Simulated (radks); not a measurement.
Cu2.5+, configuration [Ar] 3d7.5 4s1 (fractional occupations, a model configuration).

All-electron calculation, Dirac Kohn-Sham, PBEsol, spin-unpolarised, spherical densities, finite nucleus; open shells are shared between the two j in proportion to 2j + 1; Fermi nuclear charge, rms radius 3.8823 fm. Program: a radial shooting solver on a logarithmic mesh with Libxc functionals.

Energy parts (hartree):
| part | energy |
|---|---|
| total | -1651.34022 |
| kinetic | 1679.95218 |
| electron-nucleus | -3940.40059 |
| Hartree | 673.88698 |
| exchange-correlation | -64.77879 |

Orbitals (lengths in bohr, moments of r in powers of bohr; r(90%) holds 90 % of the orbital's charge):
orbital  occ.  eigenvalue (hartree)       <r^4>  r(90%)
1s1/2       2             -326.5285  0.00003446  0.0932
2s1/2       2             -40.68435    0.007425   0.364
2p1/2       2             -35.85571    0.005342   0.335
2p3/2       4             -35.10408    0.005637   0.339
3s1/2       2              -5.81415      0.5248    1.05
3p1/2       2              -4.30703      0.6680    1.12
3p3/2       4              -4.20828      0.7043    1.13
3d3/2       3              -1.71484       1.866    1.42
3d5/2     4.5              -1.70236       1.905    1.42
4s1/2       1              -1.12915       36.85    3.05

The highest occupied level is 4s1/2 at -30.726 eV. Summed over all electrons, <r^2> = 17.04 bohr^2, which gives a Langevin (diamagnetic) susceptibility term of -13.5 x 10^-6 cm^3/mol. The electron density at the nucleus is 2.217e+04 e/bohr^3.
